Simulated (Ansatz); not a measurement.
`[CH3][GeH]([CH3])[Cl]` + H₂ → `[CH3][GeH2][Cl]` + CH₄ at 298.15 K and 1 bar (hydrogenolysis of a Ge–C bond).

Computed with Ansatz on PBE0-D4/def2-TZVP structures; ΔE is electronic, products minus reactants. CBS: MP2 limit from def2 TZ/QZ plus the TZ coupled-cluster correction, frozen cores. This one scheme is used for every species. For Ge outer-core shells are correlated without core-valence functions, which leaves a few kJ/mol of doubt a bond. Scalar relativity is left out up to krypton.

| species | CCSD(T)/CBS energy (Eh) | H − E (kJ/mol) | S (J/(mol·K)) |
| --- | --- | --- | --- |
| `[CH3][GeH]([CH3])[Cl]` | -2616.27253 | 238.4 | 352.8 |
| H₂ | -1.17544 | 35.1 | 130.4 |
| `[CH3][GeH2][Cl]` | -2576.99593 | 157.6 | 313.0 |
| CH₄ | -40.46206 | 127.4 | 186.2 |

H − E and S are ideal-gas, rigid-rotor, harmonic terms from PBE0-D4/def2-TZVP. The MP2-based limit puts H₂ 0.8 mEh under its directly extrapolated value; such offsets cancel only in part. 1 Eh = 2625.50 kJ/mol, R = 8.31446 J/(mol·K).

Question: By hand: ΔE, ΔH, ΔS and ΔG.

Answer: ΔE = (-2576.99593) + (-40.46206) − (-2616.27253) − (-1.17544) = -0.01002 Eh = -26.3 kJ/mol. Δ(H − E) = 157.6 + 127.4 − 238.4 − 35.1 = 11.5, so ΔH = -14.8 kJ/mol. ΔS = 313.0 + 186.2 − 352.8 − 130.4 = 16.0 J/(mol·K). ΔG = -14.8 − 298.15 × (16.0)/1000 = -19.6 kJ/mol.

Question: By hand: the equilibrium constant, and the temperature at which ΔG would vanish if ΔH and ΔS stayed fixed.

Answer: log₁₀ K = −ΔG/(RT ln 10) = 3.4. ΔH and −TΔS have one sign here, so there is no such temperature.

ΔH outweighs TΔS. A doubt of 5 kJ/mol in ΔE shifts log₁₀ K by 0.9 here. These are equilibria of isolated gas molecules and say nothing of rates. Largest T1 diagnostic: 0.010 (customary marks: 0.02 for closed shells, 0.045 for open ones).
